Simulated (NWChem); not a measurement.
CH3Mg, doublet; SMILES [Mg][CH3]

```xyz
5

Mg     0.0000     0.0000    -0.9511
C      0.0000     0.0000     1.1795
H      0.7294     0.7294     1.5714
H      0.2670    -0.9963     1.5714
H     -0.9963     0.2670     1.5714
```
Atoms are numbered in this order, from 1.

In the optimisation the excess spin sits in a1 (C3v, its own frame). The geometry was optimised at PBE0/def2-SVP, spin-unrestricted. This spin state was assumed; another may lie lower. No stability test was run on the SCF state.

 States above −ε(HOMO) = 3.9 eV lie in this functional's continuum and hang on the basis.

**Question.** List the 6 lowest vertical excitations from LDA (Slater exchange, VWN5)/6-31+G* (spherical d), spin-unrestricted, TDA (NWChem).

**Answer.** 
| state | energy (eV) | oscillator strength | <S²> |
|---|---|---|---|
| state 1 | 2.52 | 0.105 | 0.74 |
| state 2 | 2.52 | 0.105 | 0.74 |
| state 3 | 3.22 | 0.002 | 0.76 |
| state 4 | 3.84 | 0.354 | 0.76 |
| state 5 | 3.96 | 0.034 | 0.75 |
| state 6 | 4.45 | 0.010 | 0.79 |
